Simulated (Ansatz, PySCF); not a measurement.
Species: dimethylgermane, C$_{2}$H$_{8}$Ge, net charge 0, singlet state. SMILES: [CH3][GeH2][CH3]
Geometry: optimised at B3LYP-D3(BJ)/def2-TZVP (Ansatz, a first-principles code).

Wanted: atomisation energy, in kcal/mol. Conventions: 6-31G* and kin with 6d, 5d where marked; dispersion terms only where a functional's name holds one; atomisation electronic, to ground-state atoms; UHF or UKS for open shells; frozen cores in correlated levels (noble-gas shells and the d and f shells of earlier blocks); LANL2DZ with its own core potentials from Na on; non-relativistic; no spin-orbit coupling. Ab initio and DFT rows: single points at B3LYP-D3(BJ) geometries (Ansatz).

| level | program | atomisation energy (kcal/mol) |
|---|---|---|
| HF/STO-3G | Ansatz | 935.7 |
| HF/3-21G | Ansatz | 678.2 |
| SVWN5/6-31G* with LANL2DZ past Ar | Ansatz | 993.5 |
| PBE/STO-3G | Ansatz | 1186.3 |
| PBE/3-21G | Ansatz | 919.8 |
| BLYP/6-31G* with LANL2DZ past Ar | Ansatz | 879.2 |
| BP86/def2-SVP | PySCF | 913.8 |
| B3LYP/3-21G | Ansatz | 907.3 |
| B3LYP/LANL2DZ | Ansatz | 882.3 |
| B3LYP/6-31G* | Ansatz | 886.5 |
| B3LYP/6-31G* with LANL2DZ past Ar | Ansatz | 886.7 |
| MP2/3-21G | Ansatz | 789.1 |
| MP2/LANL2DZ | Ansatz | 768.3 |
| MP2/6-31G* | Ansatz | 805.2 |
| B3LYP/def2-TZVPD | Ansatz | 890.5 |
| PBE0/def2-TZVPD | Ansatz | 892.6 |
| B2PLYP-D3(BJ)/def2-TZVPD | Ansatz + dftd3 | 887.3 |

No value to compare with is used here. The 14 habitual levels span 678.2 (HF/3-21G) to 1186.3 kcal/mol (PBE/STO-3G); B2PLYP-D3(BJ)/def2-TZVPD gives 887.3.

The levels are drawn from those run, B3LYP/6-31G* more often than the rest, none by its result; left out are runs that failed, that the program found above a lower state of the same kind, or whose <S^2> lies over 0.5 above the pure value.
